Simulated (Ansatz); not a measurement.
CH6BNTe, SMILES `BNC[TeH]`. The species carries charge 0 and has multiplicity 1. Te takes the def2 core potential. The geometry is a stationary point of PBE0-D4/def2-TZVP. It is one conformer, not always the lowest.

```xyz
10

B    -0.313    0.466    1.528
N     0.292   -0.354    0.585
C    -0.226   -0.673   -0.706
Te    0.973    0.063   -2.362
H    -1.373    0.957    1.266
H     0.244    0.650    2.570
H     1.202   -0.749    0.772
H    -0.272   -1.750   -0.883
H    -1.223   -0.254   -0.815
H     0.695    1.645   -1.955
```

Problem. What is the dipole moment at PBE/def2-TZVPP? (Estimate.)

Solution. Ansatz gave: 1.35 D, with components (0.28, -1.27, -0.35) D in this frame, pointing from negative to positive charge.

Problem. And with r2SCAN, B3LYP, ωB97M-V? (Best estimate.)

Solution. The calculation gave: r2SCAN 1.27 D, B3LYP 1.29 D, ωB97M-V 1.26 D.

Problem. Give the Mulliken charges with PBE, ωB97M-V, r2SCAN in def2-TZVPP. (An estimate is asked.)

Solution. Ansatz gave: 
| atom | PBE | ωB97M-V | r2SCAN |
| --- | --- | --- | --- |
| B1 | -0.13 | -0.16 | -0.05 |
| N2 | -0.09 | -0.14 | -0.16 |
| C3 | -0.23 | -0.29 | -0.14 |
| Te4 | 0.03 | 0.04 | 0.01 |
| H5 | -0.01 | 0.04 | -0.02 |
| H6 | 0.00 | 0.05 | -0.01 |
| H7 | 0.17 | 0.13 | 0.17 |
| H8 | 0.15 | 0.17 | 0.11 |
| H9 | 0.14 | 0.16 | 0.11 |
| H10 | -0.02 | -0.01 | -0.02 |

B3LYP here is the variant with VWN-RPA as its local correlation; programs differ in this.
